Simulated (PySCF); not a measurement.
# Computed beside measured shifts: C8H20O4Si

System: C8H20O4Si (measured compound), SMILES CCO[Si](OCC)(OCC)OCC.

Atom-mapped SMILES (hydrogens are numbered by the atom that bears them): [CH3:1][CH2:2][O:3][Si:4]([O:5][CH2:6][CH3:7])([O:8][CH2:9][CH3:10])[O:11][CH2:12][CH3:13]

Method: GIAO KT3/pcSseg-1, gas phase, PySCF SCF with an in-house response code, fitting set def2-universal-JFIT, grid level 2, non-relativistic, geometry: GFN2-xTB.

One optimised conformer. Values are averaged over the atoms that symmetry or fast rotation interchanges, on this one geometry and without vibrational averaging. Shifts are the reference shielding less the shielding here, at the same level (13C, 1H, 29Si against isolated TMS; 17O against isolated H2O); nuclei without a reference have shieldings only.

What shifts does this level give for Si4, Si4, and how do they compare with measurement?


| atom | nucleus | computed / ppm | measured / ppm | computed less measured | measured against | medium of the measurement |
| --- | --- | --- | --- | --- | --- | --- |
| Si4 | 29Si | -96.8 | -82.22 | -14.6 | TMS (internal) | neat |
| Si4 | 29Si | -96.8 | -81.97 | -14.8 | TMS (internal) | ethanol |

Measured values: T. M. Alam, M. Henry, Phys. Chem. Chem. Phys. (a906445a), supplement.
